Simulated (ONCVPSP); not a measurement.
gold (Au): ONCV pseudisation with PBEsol, scalar-relativistic reference atom.

ONCVPSP 4.0.1 input, shortened (lines: element, Z, core and valence counts, functional; n l f; lmax; l rc ep ncon nbas qcut; lloc lpopt rc5 dvloc0; l nproj debl; icmod fcfact rcfact), PBEsol, scalar-relativistic:

```
  Au 79.00    9    5  -116133      upf
    1    0    2.00
    2    0    2.00
    2    1    6.00
    3    0    2.00
    3    1    6.00
    3    2   10.00
    4    0    2.00
    4    1    6.00
    4    2   10.00
    4    3   14.00
    5    0    2.00
    5    1    6.00
    5    2   10.00
    6    0    1.00
    3
    0    1.65    0.00    5    8    6.30
    1    1.45    0.00    4    8   12.00
    2    1.90    0.00    4    8    8.50
    3    1.00    0.00    4    9   18.10
    4    5    1.00    6.00
    0    2    3.30
    1    2    3.90
    2    2    0.60
    3    2    3.40
    1    0.50    0.00
```

Calculated quality:

```json
{
  "Cutoffs needed": "141 Ha and 152 Ha (the cutoffs (Ha) at which the residual kinetic energy of the hardest occupied pseudo-wave falls to 1 and 0.1 mHa per electron)",
  "Ghost test": "no bound ghost flagged; GHOST(+) flagged for s at 154.1 eV",
  "Largest excitation error": "-17 meV (all-electron minus pseudo) for 4f14 5s2 5p6 5d8 6s0, out of 4 test configurations",
  "rms error of d²Exc/dni dnj": "5.61 mHa without and 2.17 mHa with the model core"
}
```

Generation and tests took about 7.8 s on one core of a shared server CPU.
